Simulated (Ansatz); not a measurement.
**Question.** Name a neutral molecule of B, C, Cl, Ga and H with ideal-gas entropy at 298 K and 1 bar (rigid rotor, harmonic PBE0-D4/def2-TZVP) between 331 and 347 J/(mol·K) and size of the dipole moment (B3LYP/def2-TZVPP) between 1.00 and 1.30 D (Ansatz, PBE0-D4/def2-TZVP geometry).

**Answer.** `B[CH](Cl)[GaH2]` (332 J/(mol·K), 1.10 D). Other molecules can fit too; these were computed, each in one conformer that needn't be the lowest.

B3LYP here is the variant with VWN-RPA as its local correlation; programs differ in this.
